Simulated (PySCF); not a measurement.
## Telling isomers of C9H13N apart by NMR

[PySCF 2.14.0 with density-fitted response routines: GIAO PBE0/pcSseg-1 shieldings; structure optimised with PBE0-D3(BJ)/def2-SVP; no solvent model; rapidly exchanging positions averaged; non-relativistic; one computed conformer]

References, each an isolated molecule treated in the same way: ¹H and ¹³C against TMS. Where no couplings were computed, multiplicities follow the n + 1 count of equivalent neighbours, and m marks all less simple cases (inequivalent or close neighbours, rings, F or P nearby). Shifts are as computed. Against solution values, carbons near 30 ppm lie about +2 ppm off and those near 130 ppm about +5 ppm. Of 1211 compounds with measured shifts, 218 miss one by over three times the rms of a fit or turn the order of signals round; such compounds aren't used in these exercises. OH and NH positions are gas-phase values without hydrogen bonding to other molecules.

(1) Tabulate the signals of `CCN(C)c1ccccc1`, `Cc1ccccc1N(C)C`, `CCc1cccc(C)c1N` and their relative energies.

(2) What is the quickest way to tell CCN(C)c1ccccc1 from CCc1cccc(C)c1N?

(3) What is the quickest way to tell Cc1ccccc1N(C)C from CCc1cccc(C)c1N?

(4) What is the quickest way to tell CCN(C)c1ccccc1 from Cc1ccccc1N(C)C?

Results:

(1) 
```tsv
SMILES	carbon types	δC	δH	E rel. (kcal/mol)
CCN(C)c1ccccc1	1×C 5×CH 1×CH2 2×CH3	150.2, 135.0, 120.0, 114.1, 47.9, 38.7, 10.8	7.30 (m, 2H), 6.75 (t, 1H), 6.52 (d, 2H), 3.32 (q, 2H), 2.87 (s, 3H), 1.02 (t, 3H)	14.9
Cc1ccccc1N(C)C	2×C 4×CH 3×CH3	156.8, 136.5, 136.5, 131.8, 127.2, 122.9, 43.0, 20.2	7.29 (d, 1H), 7.22 (m, 1H), 7.05 (m, 1H), 6.89 (d, 1H), 2.54 (s, 6H), 2.33 (s, 3H)	16.5
CCc1cccc(C)c1N	3×C 3×CH 1×CH2 2×CH3	147.2, 134.1, 133.5, 129.0, 123.0, 121.9, 29.8, 19.4, 14.3	7.08 (d, 1H), 7.03 (d, 1H), 6.74 (m, 1H), 3.17 (br s, 2H), 2.37 (q, 2H), 2.13 (s, 3H), 1.12 (t, 3H)	0.0
```

Energies are electronic energies at PBE0/pcSseg-1 on these geometries, without zero-point or thermal terms, each for the one conformer computed, which needn't be the lowest.

(2) Count the carbon signals: 7 against 9. The first has a methyl carbon bonded to N (CH3) at 38.7 ppm, the second a substituted aromatic carbon (C) at 123.0 ppm. Their most deshielded carbons lie at 150.2 and 147.2 ppm.

(3) Count the carbon signals: 8 against 9. The first has a methyl carbon bonded to N (CH3) at 43.0 ppm, the second an sp3 CH2 on an aromatic ring at 29.8 ppm. Their most deshielded carbons lie at 156.8 and 147.2 ppm.

(4) Count the carbon signals: 7 against 8. The first has an sp3 CH2 bonded to N at 47.9 ppm, the second a substituted aromatic carbon (C) at 136.5 ppm. Their most deshielded carbons lie at 150.2 and 156.8 ppm.
